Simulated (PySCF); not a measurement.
NICS in isomers of C9H10O.

Probes without a nucleus sit at each ring's centroid and 1 Å off its mean plane on both sides; NICS is minus the shielding there, NICSzz its component along the normal. Level: GIAO PBE0/pcSseg-1 (PySCF, non-relativistic, gas phase) on the GFN2-xTB geometries, one conformer each. Atom numbers follow the mapped SMILES.

**Question.** Order these rings by mean NICS(1)zz, lowest (most negative) first (ppm).
A. ring C3–C4–C5–C6–C7 in `[OH:1][CH2:2][C@@:3]12[C@H:4]3[CH:5]=[CH:6][C@@H:7]1[C@@H:8]2[CH:9]=[CH:10]3`
B. ring C5–C6–C7–C8–C9–C10 in `[CH3:1][O:2][CH2:3][CH:4]1[c:5]2[cH:6][cH:7][cH:8][cH:9][c:10]21`
C. ring C4–C5–C6–C7–C8–C10 in `[CH2:1]=[CH:2][CH2:3][c:4]1[cH:5][cH:6][cH:7][c:8]([OH:9])[cH:10]1`

**Answer.** B (-27.5), C (-26.2), A (-9.9).

```tsv
SMILES	ring	NICS(0)	NICS(1)	NICS(1)zz	HOMA	rms pucker (Å)	ring atoms with four or more neighbours
COCC1c2ccccc21	6-membered carbocycle; formal bonds all aromatic	-8.3	-11.5	-27.5	0.87	0.00	0
C=CCc1cccc(O)c1	6-membered carbocycle; formal bonds all aromatic	-9.3	-10.8	-26.2	1.00	0.00	0
OC[C@@]12[C@H]3C=C[C@@H]1[C@@H]2C=C3	5-membered carbocycle; formal bonds 1 double, 4 single	-8.5	-7.2	-9.9	–	0.08	3
```

NICS(0) gives another order. The isotropic NICS(1) gives the same order. HOMA uses Krygowski's 1993 parameters; it is left out where a ring has a four-coordinate atom, a triple bond, no multiple bond or a kind of bond without parameters. NICS(1) and NICS(1)zz are means over the two faces.
